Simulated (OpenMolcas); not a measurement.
A calculation on S³⁺.

| Quantity | Value |
| --- | --- |
| Program | OpenMolcas |
| Method | XMS-CASPT2, IPEA 0.25 Eh, imaginary shift 0.1 Eh (closed shells correlated: 2s 2p 3s) |
| Basis | ANO-RCC-VTZP [5s4p2d1f] |
| Scalar Hamiltonian | DKH2, point nucleus |
| Active space | 1 electron in 3 orbitals (3p) |
| State averaging | 2S+1 = 2 odd, 3 roots |
| Spin-orbit coupling | RASSI with atomic mean-field integrals over the reference wave functions, term energies averaged over their components |

Question: Which level of the active space comes out lowest?

Answer: 3s2 3p 2P* 1/2, with 100 % of that term; it is also the measured ground level.

Question: How high does 3s2 3p 2P* 3/2 lie?

Answer: 874 cm-1 above the lowest level; measured 951 cm-1 above the ground level, so the calculation is off by -8 %.

Measured values: NIST levels in Podobedova, Kelleher and Wiese, J. Phys. Chem. Ref. Data 38, 171 (2009).

CASPT2 breaks the degeneracy within a term, and the mean is taken; among the terms shown or strongly mixed into the levels shown the widest spread is 47 cm-1 (3s2 3p 2P*). With one active electron, CASPT2 adds the correlation within the correlated inactive shells and between them and that electron, and leaves the splitting within a term as the reference gives it. Measured partners are found by configuration, term and J. A level has none where our copy of the source lacks it or the pairing is in doubt (some pairs that miss far off the trend of their configuration count as doubtful), and it then counts in no deviation. Only configurations of the active space appear.

* marks odd parity.
